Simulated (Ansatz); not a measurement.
Reaction (formal exchange of groups at the Se–Ge bond): `[CH3][Ge]([CH3])([Cl])[SeH]` + `BOCO` → `OCOB[SeH]` + `[CH3][GeH]([CH3])[Cl]`

Program: Ansatz. Geometries: PBE0-D4/def2-TZVP. ΔE: electronic, gas phase. CCSD(T)/CBS adds triple-zeta CCSD(T) − MP2 to the extrapolated MP2 energy (def2 sets, frozen cores). For Ge, Se outer-core shells are correlated without core-valence functions, which leaves a few kJ/mol of doubt a bond. Scalar relativity is left out up to krypton. Each species was taken in one conformer, which may not be the lowest.

`[CH3][Ge]([CH3])([Cl])[SeH]`:

Cartesian coordinates in Å:
```
C -0.057 -1.663 -0.125
Ge -0.214 0.220 0.318
C 0.068 1.455 -1.152
Cl -2.259 0.501 0.998
Se 1.275 0.826 2.037
H 0.954 -1.877 -0.474
H -0.269 -2.269 0.756
H -0.775 -1.913 -0.908
H -0.079 2.479 -0.809
H -0.650 1.242 -1.945
H 1.081 1.346 -1.542
H 0.925 -0.350 2.844
```

`BOCO`:

Cartesian coordinates in Å:
```
B -0.870 -0.641 1.146
O 0.315 -0.397 0.559
C 0.454 0.593 -0.443
O 0.550 0.021 -1.697
H -1.829 0.025 0.862
H -0.906 -1.523 1.953
H 1.348 1.169 -0.181
H -0.427 1.240 -0.457
H 1.365 -0.487 -1.743
```

`OCOB[SeH]`:

Z-matrix (Å, degrees):
```
C
O 1 1.416
O 1 1.376 2 109.7
H 1 1.093 2 109.8 3 117.0
H 1 1.098 2 108.1 3 -122.9
B 2 1.343 1 125.0 3 -174.3
H 3 0.962 1 108.8 2 -63.6
Se 6 1.951 2 127.6 1 0.3
H 6 1.194 2 118.1 1 -179.5
H 8 1.468 6 99.0 2 -0.1
```

`[CH3][GeH]([CH3])[Cl]`:

Cartesian coordinates in Å:
```
C 0.596 1.512 -0.370
Ge -0.154 -0.262 -0.624
C -0.617 -1.145 1.043
Cl 1.395 -1.465 -1.559
H 1.467 1.455 0.283
H -0.147 2.171 0.086
H 0.900 1.933 -1.329
H -1.327 -0.257 -1.621
H 0.258 -1.191 1.692
H -1.408 -0.592 1.553
H -0.964 -2.159 0.847
```

```
                      species  CCSD(T)/def2-TZVPP energy (Eh)
`[CH3][Ge]([CH3])([Cl])[SeH]`                     -5015.83518
                       `BOCO`                      -216.11065
                  `OCOB[SeH]`                     -2616.26898
      `[CH3][GeH]([CH3])[Cl]`                     -2615.67452
```

(1) Work out ΔE.

Largest T1 diagnostic among the species: 0.013.

Results:

(1) ΔE = (-2616.26898) + (-2615.67452) − (-5015.83518) − (-216.11065) = 0.00233 Eh = +0.06 eV. CCSD(T)/CBS gives +0.07 eV.

The D4 term adds +0.04 eV with B3LYP and +0.03 eV with PBE0; it sums over pairs of atoms, weighted by their polarisabilities, and B3LYP, whose exchange is more repulsive, gets the larger term.

B3LYP here is the variant with VWN-RPA as its local correlation; programs differ in this.
